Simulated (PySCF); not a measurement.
SCF from a fresh guess for singlet Au₂Se, at the PBE0 minimum. PySCF input:

```python
from pyscf import gto, scf, dft
mol = gto.M(atom='''
Se     1.420010     0.000000     0.000000
Au    -0.288070     1.619450     0.000000
Au    -0.288070    -1.619450    -0.000000''',
    basis={'Se': 'def2-TZVP', 'Au': 'def2-TZVP'},
    ecp={'Au': 'def2-TZVP'},
    charge=0, spin=0)
mf = dft.RKS(mol, xc='PBE0')
mf.grids.atom_grid = (50, 194)
aux = {'Se': 'def2-universal-JKFIT', 'Au': 'def2-universal-JKFIT'}
mf = mf.density_fit(auxbasis=aux)
mf.conv_tol = 1e-08
mf.diis_space = 10
mf.max_cycle = 60
mf.init_guess = 'minao'
mf.verbose = 4
mf.kernel()
```

Excerpt of the output (cycles and frontier levels):

```
init E= -2642.03038632839
  HOMO = -0.830556065470538  LUMO = -0.776606352305879  gap/eV = 1.46805
cycle= 1 E= -2671.02581335376  delta_E=  -29  |g|= 2.99  |ddm|= 11.8
  HOMO = 0.118696403476121  LUMO = 0.119763404724024  gap/eV = 0.02903
cycle= 2 E= -2645.35357541838  delta_E= 25.7  |g|= 8.88  |ddm|= 12.9
  HOMO = -0.29737287273237  LUMO = -0.211332785214929  gap/eV = 2.34127
cycle= 3 E= -2672.66713986997  delta_E= -27.3  |g|= 0.597  |ddm|=   12
  HOMO = -0.26026077885944  LUMO = -0.112771229226819  gap/eV = 4.01340
cycle= 4 E= -2672.62196017162  delta_E= 0.0452  |g|= 0.805  |ddm|= 1.96
  HOMO = -0.206989283747494  LUMO = -0.094586850049611  gap/eV = 3.05863
cycle= 5 E= -2672.77766980677  delta_E= -0.156  |g|= 0.186  |ddm|= 0.89
  HOMO = -0.225788909509684  LUMO = -0.109109170902264  gap/eV = 3.17502
cycle= 6 E= -2672.78323124672  delta_E= -0.00556  |g|= 0.0552  |ddm|= 0.155
  HOMO = -0.227312212548427  LUMO = -0.111870752629855  gap/eV = 3.14132
cycle= 7 E= -2672.78379649881  delta_E= -0.000565  |g|= 0.0104  |ddm|= 0.0414
  HOMO = -0.227607104816709  LUMO = -0.112273701069223  gap/eV = 3.13838
cycle= 8 E= -2672.78381783873  delta_E= -2.13e-05  |g|= 0.00242  |ddm|= 0.00819
  HOMO = -0.227384295895853  LUMO = -0.112270426090333  gap/eV = 3.13241
cycle= 9 E= -2672.78381997713  delta_E= -2.14e-06  |g|= 0.00048  |ddm|= 0.00354
  HOMO = -0.227434958990653  LUMO = -0.112298344323303  gap/eV = 3.13303
cycle= 10 E= -2672.78382005223  delta_E= -7.51e-08  |g|= 0.000256  |ddm|= 0.00112
  HOMO = -0.227424530536807  LUMO = -0.112299937168666  gap/eV = 3.13270
cycle= 11 E= -2672.7838200674  delta_E= -1.52e-08  |g|= 7.63e-05  |ddm|= 0.000291
  HOMO = -0.227412021427372  LUMO = -0.112294364600243  gap/eV = 3.13251
cycle= 12 E= -2672.78382006912  delta_E= -1.72e-09  |g|= 1.01e-05  |ddm|= 0.000107
  HOMO = -0.227413510838147  LUMO = -0.112294678420506  gap/eV = 3.13254
Extra cycle  E= -2672.7838200691  delta_E= 2.46e-11  |g|= 1.61e-05  |ddm|= 4.47e-05
converged SCF energy = -2672.7838200691
```

No lower solution of this spin was found by a stability analysis within the restricted form, which does not test spin polarisation.

With an element this heavy the missing spin–orbit coupling can shift these numbers.

The search for the lowest solution, with the stability check, took 5.6 s on 4 threads of a shared Arm Neoverse V2 host, with 128 basis functions; the process peaked at 0.4 GiB. Launch command: `OMP_NUM_THREADS=4 python axn.py task.json out`.
